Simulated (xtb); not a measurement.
BiF3, charge +1, doublet, from a rough starting geometry (GFN-xTB shapes and energies of metal compounds can be far from the true ones) (a state made from the parent by changing its charge; the spin is typed, not shown lowest); GFN2-xTB (xtb).

Here is a job for xtb.
```
$ xtb mol.xyz --gfn 2 --chrg 1 --uhf 1 --opt vtight --json

# file mol.xyz
4

Bi     0.02606431    -0.02175827     0.81558511
F     -1.36045662    -1.02700538    -0.29093205
F     -0.20717312     1.64642946    -0.25779306
F      1.58373318    -0.65462249    -0.31031312
```

**Question.** What does xtb print? Leave out banner, timings and long lists.

**Answer.** 
```
   ID    Z sym.   atoms
    1   83 Bi     1
    2    9 F      2-4

           -------------------------------------------------
          |                Calculation Setup                |
           -------------------------------------------------

           -------------------------------------------------
          |                 G F N 2 - x T B                 |
           -------------------------------------------------

          ...................................................
          :                      SETUP                      :
          :.................................................:
          :  # basis functions                  16          :
          :  # atomic orbitals                  16          :
          :  # shells                            8          :
          :  # electrons                        25          :
          :  max. iterations                   250          :
          :  Hamiltonian                  GFN2-xTB          :
          :  restarted?                      false          :
          :  GBSA solvation                  false          :
          :  PC potential                    false          :
          :  electronic temp.          300.0000000     K    :
          :  accuracy                    1.0000000          :
          :  -> integral cutoff          0.2500000E+02      :
          :  -> integral neglect         0.1000000E-07      :
          :  -> SCF convergence          0.1000000E-05 Eh   :
          :  -> wf. convergence          0.1000000E-03 e    :
          :  Broyden damping             0.4000000          :
          :  net charge                          1          :
          :  unpaired electrons                  1          :
          ...................................................

 iter      E             dE          RMSdq      gap      omega  full diag
   1    -15.9130709 -0.159131E+02  0.601E+00    5.86       0.0  T
   2    -16.0139664 -0.100896E+00  0.501E+00    7.65       1.0  T
   3    -16.0132274  0.739008E-03  0.372E+00    7.59       1.0  T
   4    -15.8951103  0.118117E+00  0.548E+00    7.28       1.0  T
   5    -15.9654437 -0.703334E-01  0.328E+00    7.65       1.0  T
   6    -16.0145324 -0.490887E-01  0.118E+00    7.80       1.0  T
   7    -16.0157804 -0.124804E-02  0.811E-01    7.76       1.0  T
   8    -16.0167469 -0.966477E-03  0.227E-01    7.73       1.0  T
   9    -16.0168947 -0.147774E-03  0.126E-01    7.73       1.0  T
  10    -16.0169193 -0.246626E-04  0.336E-02    7.74       1.5  T
  11    -16.0169198 -0.446003E-06  0.173E-02    7.73       2.9  T
  12    -16.0169203 -0.531975E-06  0.325E-03    7.73      15.4  T
  13    -16.0169203 -0.175065E-07  0.168E-03    7.73      29.8  T
  14    -16.0169203 -0.387583E-08  0.327E-04    7.73     152.8  T
  15    -16.0169203 -0.312514E-09  0.116E-04    7.73     431.3  T

   *** convergence criteria satisfied after 15 iterations ***

         :::::::::::::::::::::::::::::::::::::::::::::::::::::
         ::                     SUMMARY                     ::
         :::::::::::::::::::::::::::::::::::::::::::::::::::::
         :: total energy             -16.013671205689 Eh    ::
         :: gradient norm              0.008186870023 Eh/a0 ::
         :: HOMO-LUMO gap              7.733791340991 eV    ::
         ::.................................................::
         :: SCC energy               -16.016920196461 Eh    ::
         :: -> isotropic ES            0.251273488480 Eh    ::
         :: -> anisotropic ES          0.009642956385 Eh    ::
         :: -> anisotropic XC         -0.010076580822 Eh    ::
         :: -> dispersion             -0.001666099838 Eh    ::
         :: repulsion energy           0.003248990772 Eh    ::
         :: add. restraining           0.000000000000 Eh    ::
         :: total charge               1.000000000000 e     ::
         :::::::::::::::::::::::::::::::::::::::::::::::::::::

      -----------------------------------------------------------
     |                   =====================                   |
     |                        A N C O P T                        |
     |                   =====================                   |
     |               Approximate Normal Coordinate               |
     |                Rational Function Optimizer                |
      -----------------------------------------------------------
      -----------------------------------------------------------
     |                   =====================                   |
     |                        A N C O P T                        |
     |                   =====================                   |
     |               Approximate Normal Coordinate               |
     |                Rational Function Optimizer                |
      -----------------------------------------------------------

          ...................................................
          :                      SETUP                      :
          :.................................................:
          :   optimization level         verytight          :
          :   max. optcycles                   200          :
          :   ANC micro-cycles                  20          :
          :   degrees of freedom                 6          :
          :.................................................:
          :   RF solver                   davidson          :
          :   write xtbopt.log                true          :
          :   linear?                        false          :
          :   energy convergence         0.1000000E-06 Eh   :
          :   grad. convergence          0.2000000E-03 Eh/α :
          :   maxmium RF displ.          1.0000000          :
          :   Hlow (freq-cutoff)         0.1000000E-01      :
          :   Hmax (freq-cutoff)         5.0000000          :
          :   S6 in model hess.         20.0000000          :
          ...................................................

[...]
 * total energy  :   -16.0136712 Eh     change       -0.2503953E-10 Eh
 * total energy  :   -16.0138163 Eh     change       -0.1451174E-03 Eh
 * total energy  :   -16.0138821 Eh     change       -0.6581916E-04 Eh
 * total energy  :   -16.0138911 Eh     change       -0.8919344E-05 Eh
 * total energy  :   -16.0138931 Eh     change       -0.2028336E-05 Eh
 * total energy  :   -16.0138931 Eh     change       -0.3061718E-07 Eh
   *** GEOMETRY OPTIMIZATION CONVERGED AFTER 6 ITERATIONS ***
[...]
          :  Hamiltonian                  GFN2-xTB          :
          :  restarted?                      false          :
          :  GBSA solvation                  false          :
          :  PC potential                    false          :
          :  electronic temp.          300.0000000     K    :
          :  accuracy                    1.0000000          :
          :  -> integral cutoff          0.2500000E+02      :
          :  -> integral neglect         0.1000000E-07      :
          :  -> SCF convergence          0.1000000E-05 Eh   :
          :  -> wf. convergence          0.1000000E-03 e    :
          :  Broyden damping             0.4000000          :
          :  net charge                          1          :
          :  unpaired electrons                  1          :
          ...................................................

 iter      E             dE          RMSdq      gap      omega  full diag
   1    -16.0168741 -0.160169E+02  0.242E-04    7.65       0.0  T
   2    -16.0168741  0.200898E-08  0.729E-04    7.65      68.6  T
   3    -16.0168741 -0.227999E-08  0.670E-05    7.65     745.8  T

   *** convergence criteria satisfied after 3 iterations ***

         :::::::::::::::::::::::::::::::::::::::::::::::::::::
         ::                     SUMMARY                     ::
         :::::::::::::::::::::::::::::::::::::::::::::::::::::
         :: total energy             -16.013893121199 Eh    ::
         :: gradient norm              0.000053514822 Eh/a0 ::
         :: HOMO-LUMO gap              7.649052466525 eV    ::
         ::.................................................::
         :: SCC energy               -16.016873988170 Eh    ::
         :: -> isotropic ES            0.251240057368 Eh    ::
         :: -> anisotropic ES          0.009550547282 Eh    ::
         :: -> anisotropic XC         -0.009787430575 Eh    ::
         :: -> dispersion             -0.001667582130 Eh    ::
         :: repulsion energy           0.002980866972 Eh    ::
         :: add. restraining           0.000000000000 Eh    ::
         :: total charge               1.000000000000 e     ::
         :::::::::::::::::::::::::::::::::::::::::::::::::::::

           -------------------------------------------------
          |                Property Printout                |
           -------------------------------------------------

    * Orbital Energies and Occupations

         #    Occupation            Energy/Eh            Energy/eV
      -------------------------------------------------------------
         1        2.0000           -1.5633285             -42.5403
         2        2.0000           -1.0572312             -28.7687
         3        2.0000           -1.0572131             -28.7682
         4        2.0000           -1.0294605             -28.0130
         5        2.0000           -0.7934179             -21.5900
         6        2.0000           -0.7934093             -21.5898
         7        2.0000           -0.7812988             -21.2602
         8        2.0000           -0.7635599             -20.7775
         9        2.0000           -0.7635558             -20.7774
        10        1.9999           -0.7624842             -20.7483
        11        1.9999           -0.7620836             -20.7374
        12        1.9999           -0.7620739             -20.7371
        13        1.0004           -0.7461218             -20.3030 (HOMO)
        14                         -0.4650243             -12.6540 (LUMO)
        15                         -0.4648292             -12.6486
        16                         -0.4081304             -11.1058
      -------------------------------------------------------------
                  HL-Gap            0.2810975 Eh            7.6491 eV
             Fermi-level           -0.6795699 Eh          -18.4920 eV

     #   Z          covCN         q      C6AA      α(0)
     1  83 Bi       2.148     1.515   438.668    41.073
     2   9 F        0.716    -0.172    10.956     3.909
     3   9 F        0.716    -0.172    10.957     3.909
     4   9 F        0.716    -0.172    10.956     3.909

 Mol. C6AA /au·bohr⁶  :        915.964720
 Mol. C8AA /au·bohr⁸  :      80608.805636
 Mol. α(0) /au        :         52.799300

Wiberg/Mayer (AO) data.
largest (>0.10) Wiberg bond orders for each atom

 ---------------------------------------------------------------------------
     #   Z sym  total        # sym  WBO       # sym  WBO       # sym  WBO
 ---------------------------------------------------------------------------
     1  83 Bi   2.205 --     3 F    0.735     4 F    0.735     2 F    0.735
     2   9 F    1.137 --     1 Bi   0.735     4 F    0.201     3 F    0.201
     3   9 F    1.138 --     1 Bi   0.735     2 F    0.201     4 F    0.201
     4   9 F    1.137 --     1 Bi   0.735     2 F    0.201     3 F    0.201
 ---------------------------------------------------------------------------

Topologies differ in total number of bonds
Writing topology from bond orders to xtbtopo.mol

molecular dipole:
                 x           y           z       tot (Debye)
 q only:        0.049      -0.067       2.684
   full:        0.055      -0.076       3.300       8.391
molecular quadrupole (traceless):
                xx          xy          yy          xz          yz          zz
 q only:       -3.122      -0.003      -3.115       0.180      -0.248       6.237
  q+dip:       -4.132      -0.003      -4.123       0.230      -0.317       8.255
   full:       -4.160      -0.003      -4.151       0.231      -0.318       8.311

optimized geometry written to: xtbopt.xyz

           -------------------------------------------------
          | TOTAL ENERGY              -16.013893121199 Eh   |
          | GRADIENT NORM               0.000053514822 Eh/α |
          | HOMO-LUMO GAP               7.649052466525 eV   |
           -------------------------------------------------

normal termination of xtb
```
